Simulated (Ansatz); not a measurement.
Species: N-[chloro(dimethylamino)boranyl]-N-methylmethanamine, C$_{4}$H$_{12}$BClN$_{2}$, charge 0, multiplicity 1. SMILES: CN(C)B(Cl)N(C)C
Geometry from a B3LYP-D3(BJ)/def2-TZVP (Ansatz, a first-principles code) optimisation:
```
B
N 1 1.4151
N 1 1.4151 2 124.67
C 3 1.4515 1 124.33 2 -159.39
H 4 1.0854 3 110.67 1 8.28
H 4 1.0957 5 108.50 3 -121.17
H 4 1.0963 5 108.41 6 -116.68
C 2 1.4515 1 124.33 3 -159.39
H 8 1.0854 2 110.67 1 8.28
H 8 1.0957 9 108.50 2 -121.17
H 8 1.0963 9 108.41 10 -116.68
C 2 1.4521 1 122.90 3 27.28
H 12 1.0863 2 110.86 1 6.72
H 12 1.0955 13 107.80 2 -120.03
H 12 1.0968 13 108.67 14 -116.09
C 3 1.4521 1 122.90 2 27.28
H 16 1.0863 3 110.86 1 6.72
H 16 1.0955 17 107.80 3 -120.03
H 16 1.0968 17 108.67 18 -116.09
Cl 1 1.8181 2 117.66 8 20.61
```

Wanted: atomisation energy (electronic, to ground-state atoms), in eV. Cores are frozen in the correlated levels unless marked. Open shells are spin-unrestricted. No spin-orbit coupling. Non-relativistic. The coupled-cluster limit lacks core correlation, which all-electron functionals hold. CBS marks a two-point X^-3 extrapolation of the correlation energy; Hartree-Fock from the larger set. [CCSD(T)-MP2]/basis is that difference in the basis named.

```
level                                                          program  atomisation energy (eV)
-------------------------------------------------------------  -------  -----------------------
BLYP/def2-TZVPD                                                 Ansatz                      ___
r2SCAN/def2-TZVPD                                               Ansatz                    80.82
PBE0/def2-SVP                                                   Ansatz                      ___
HSE06/def2-TZVPD                                                Ansatz                    81.15
CCSD/STO-3G                                                     Ansatz                    81.54
RI-MP2/CBS(cc-pV(T+d)Z,cc-pV(Q+d)Z)+[CCSD(T)-MP2]/cc-pV(T+d)Z   Ansatz                    80.79
```

### Question
Complete the blanks.

### Answer

- BLYP/def2-TZVPD, atomisation energy (eV): 79.78
- PBE0/def2-SVP, atomisation energy (eV): 82.01
